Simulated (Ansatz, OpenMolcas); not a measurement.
The same job for OpenMolcas

Ansatz 0.2.0 runs this on CH4ClGa (SMILES [CH3][GaH][Cl]):

molecule.yaml:
```yaml
crystal:
  periodic: [false, false, false]
  atoms:
    - symbol: C
      position_ang: [-0.730500, 0.588300, -0.200700]
    - symbol: Ga
      position_ang: [0.846300, -0.538100, 0.035700]
    - symbol: Cl
      position_ang: [0.865000, -1.794800, 1.792800]
    - symbol: H
      position_ang: [-0.435900, 1.637200, -0.283800]
    - symbol: H
      position_ang: [-1.418300, 0.473600, 0.636300]
    - symbol: H
      position_ang: [-1.245900, 0.318700, -1.126000]
    - symbol: H
      position_ang: [2.119300, -0.684800, -0.854300]
basis:
  gaussian: {orbitals: def2-SVP}
hamiltonian: {xc: pbe0}
accuracy: high
output: {forces: true, orbitals: {seedname: orbitals}}
```

```bash
$ ansatz run molecule.yaml --threads 1 --pin off --max-ram 2610MiB --events-out events.jsonl --progress --plain --runs-dir runs
```

The coordinates come from a PBE0-D4/def2-TZVP relaxation.

It gives a total energy of -2424.743589 Eh.

Question: Translate the job to OpenMolcas 26.06 as an input file of the program's own.

Answer: This input was run:

mol.input:
```
* CH4ClGa Kohn-Sham DFT
>>> EXPORT MOLCAS_PRINT=2
&GATEWAY
BasLib=$CurrDir
BasisSet
C.def2-SVP....
C1 -0.730500 0.588300 -0.200700 angstrom
End of Basis
BasisSet
Ga.def2-SVP....
Ga2 0.846300 -0.538100 0.035700 angstrom
End of Basis
BasisSet
Cl.def2-SVP....
Cl3 0.865000 -1.794800 1.792800 angstrom
End of Basis
BasisSet
H.def2-SVP....
H4 -0.435900 1.637200 -0.283800 angstrom
H5 -1.418300 0.473600 0.636300 angstrom
H6 -1.245900 0.318700 -1.126000 angstrom
H7 2.119300 -0.684800 -0.854300 angstrom
End of Basis
&SEWARD
GridInput
Grid=UltraFine
End of Grid
&SCF
KSDFT=PBE0
Thresholds=1e-10 1e-07 1e-07 1e-05
PrOrbitals=1 1
&ALASKA
```

```bash
$ export MOLCAS_MEM=1860
$ pymolcas mol.input > mol.log
```

(Basis files named in the input come from the Basis Set Exchange and aren't shown.)

Its energy is -2424.743587 Eh, 0.002 mEh from the first.
